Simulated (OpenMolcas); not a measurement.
# 4d5 along the 41-electron sequence

```
Program             : OpenMolcas 26.06
Method              : MS-CASPT2, IPEA 0.25 Eh, imaginary shift 0.1 Eh
Basis               : ANO-RCC-VTZP
Scalar Hamiltonian  : DKH2, point nucleus
Spin-orbit coupling : state interaction with AMFI integrals over the reference wave functions, term energies averaged over their components
```

Active space for each ion: 5 electrons in 5 orbitals (4d); closed shells correlated by CASPT2: 4s 4p.

Computed levels in cm-1 above 6S 5/2:

| Level | Mo+ | Tc2+ | Ru3+ | Rh4+ | Pd5+ | Ag6+ |
| --- | --- | --- | --- | --- | --- | --- |
| 4G 5/2 | 16970 | 20760 | 23850 | 26470 | 28610 | 31380 |
| 4G 7/2 | 17050 | 20900 | 24070 | 26830 | 29210 | 32240 |
| 4G 11/2 | 17080 | 20950 | 24150 | 26950 | 29410 | 32510 |
| 4G 9/2 | 17100 | 20980 | 24210 | 27040 | 29550 | 32710 |
| 4P 3/2 | 18550 | 23150 | 26650 | 29580 | 31910 | 34960 |
| 4P 1/2 | 18870 | 23650 | 27360 | 30530 | 33170 | 36500 |
| 4D 7/2 | 19710 | 24600 | 28480 | 31830 | 34730 | 38430 |
| 4D 1/2 | 20040 | 25170 | 29330 | 33050 | 36410 | 40480 |
| 4D 3/2 | 20310 | 25580 | 29890 | 33770 | 37320 | 41540 |
| weight of 6S in the lowest level (%) | 99 | 99 | 99 | 99 | 98 | 98 |

Mixed levels, with the weight of the term that names them: Mo+ 4P 3/2 (68 %), Mo+ 4D 3/2 (68 %), Tc2+ 4P 3/2 (63 %), Tc2+ 4P 1/2 (75 %), Tc2+ 4D 3/2 (62 %), Ru3+ 4P 3/2 (59 %), Ru3+ 4P 1/2 (71 %), Ru3+ 4D 1/2 (71 %), Ru3+ 4D 3/2 (59 %), Rh4+ 4P 3/2 (57 %), Rh4+ 4P 1/2 (68 %), Rh4+ 4D 1/2 (69 %), Rh4+ 4D 3/2 (56 %), Pd5+ 4P 3/2 (55 %), Pd5+ 4P 1/2 (67 %), Pd5+ 4D 1/2 (68 %), Pd5+ 4D 3/2 (54 %), Ag6+ 4P 3/2 (55 %), Ag6+ 4P 1/2 (68 %), Ag6+ 4D 1/2 (69 %), Ag6+ 4D 3/2 (55 %).

Measured, with the error of the calculation in %. Measured levels: Mo+ from NIST Handbook of Basic Atomic Spectroscopic Data; Ag6+ from the list in Gamrath, thesis, University of Mons (2023).

```
  Level            Mo+          Ag6+
 4G 5/2  15199 (+11.6)  29390 (+6.8)
 4G 7/2  15331 (+11.2)  30378 (+6.1)
4G 11/2  15447 (+10.6)  30662 (+6.0)
 4G 9/2  15428 (+10.9)  30907 (+5.8)
 4P 3/2                 32994 (+6.0)
 4P 1/2                 34605 (+5.5)
 4D 7/2                 36485 (+5.3)
 4D 1/2                 38685 (+4.6)
```

4G 5/2 changes by a factor of 1.85 over the same range, with steps per unit of Z of +3790, +3090, +2620, +2140, +2770 cm-1.

Term energies are means over components that CASPT2 splits; among the terms shown or strongly mixed into the levels shown the widest spread is 590 cm-1 (4d5 4G, Tc2+). Some high roots are left out of the spin-orbit mixing, which shifts the levels that they would mix with (holds for Mo+). Configurations with an s electron lie low at this charge and mix in, so terms can be misplaced (holds for Mo+). Blocks of more than 70 roots (2S+1 = 2 even) ran without multistate coupling (holds for Tc2+; Ru3+; Rh4+; Pd5+; Ag6+). Levels of configurations with an s electron are missing; early in the row they begin among the upper levels of the d shell and mix with terms of their name (holds for Tc2+). Computed and measured levels are paired by configuration, term and J; levels that our copy of the source lacks, or whose pairing is in doubt (as where it misses far off the trend of its configuration), stay unpaired and out of the deviations. Levels of configurations outside the active space are missing.
